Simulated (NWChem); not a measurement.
Molecule: TiF3, doublet; SMILES [F][Ti]([F])[F]

Computed with NWChem. Pople sets run with spherical d functions. Spin-unrestricted. In the optimisation the excess spin sits in a' (C3h, its own frame). All runs use the structure optimised with PBE-D3(BJ)/def2-SVP, spin-unrestricted. No stability test was run on the SCF state.

Problem. Order these by “highest occupied level (eV)”, lowest first: PBE0/STO-3G; PBE0/3-21G; PBE0/def2-TZVPD.

Solution. PBE0/def2-TZVPD (-7.19), PBE0/3-21G (-6.27), PBE0/STO-3G (-2.31)
